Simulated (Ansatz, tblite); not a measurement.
Forces on TiIF3 at its r2SCAN-D4/def2-SVP geometry. Charge 0, multiplicity 1.

In the def2 sets I takes a core potential; there is no spin–orbit coupling. The xTB rows come from tblite.

GFN1-xTB (tblite), largest force 1.06 eV/Å:

```xyz
5
positions Å, forces eV/Å
Ti    0.045    0.023    0.148    0.304    0.158    1.001
I    -0.692   -0.360   -2.279   -0.008   -0.004   -0.025
F    -0.862   -0.995    1.212    0.520    0.584   -0.613
F    -0.218    1.674    0.595    0.150   -0.947   -0.259
F     1.727   -0.342    0.323   -0.966    0.209   -0.104
```

GFN2-xTB (tblite), largest force 1.46 eV/Å:

```
Ti 0.419 0.218 1.382
I -0.071 -0.037 -0.233
F 0.229 0.294 -0.544
F 0.023 -0.561 -0.346
F -0.600 0.085 -0.259
```

r2SCAN-D4/def2-TZVP (Ansatz), largest force 0.53 eV/Å:

```
Ti -0.152 -0.079 -0.501
I 0.020 0.010 0.065
F -0.278 -0.308 0.295
F -0.085 0.489 0.111
F 0.495 -0.113 0.030
```
